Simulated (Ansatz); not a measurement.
ClIn, triplet, geometry from GFN2-xTB (such geometries of metal compounds can be far from the true shape) (the spin is typed, not shown lowest) (core potentials on In). Base run: HF/def2-SV(P) in Ansatz (an electronic-structure program).

The Ansatz input:
Ansatz 0.2 input:
```yaml
crystal:
  periodic: [false, false, false]
  atoms:
    - {symbol: In, position_ang: [-0.00000000, -0.00000000, -0.63631162]}
    - {symbol: Cl, position_ang: [0.00000000, 0.00000000, 1.83407468]}
basis:
  gaussian:
    orbitals: def2-SV_P_.json
hamiltonian:
  xc: hf
magnetization: {spin_polarized: true, initial_magnetization: 2}
```
The basis file holds def2-SV(P) in the JSON format of the Basis Set Exchange.

Variants of this job, named by their change:

```tsv
change	ΔE vs base (mEh)
base	0.000
occupation = up:A1:10 A2:2 B1:5 B2:3 down:A1:9 A2:1 B1:4 B2:4	570.7
occupation = up:A1:10 A2:1 B1:5 B2:4 down:A1:9 A2:1 B1:4 B2:4	0.000
occupation = up:A1:9 A2:2 B1:5 B2:4 down:A1:9 A2:1 B1:4 B2:4	563.8
occupation = up:A1:10 A2:1 B1:4 B2:5 down:A1:9 A2:1 B1:4 B2:4	0.000
occupation = up:A1:10 B1:6 B2:4 down:A1:9 A2:1 B1:4 B2:4	964.9
symmetry_tolerance_ang = 0.01	0.000
```
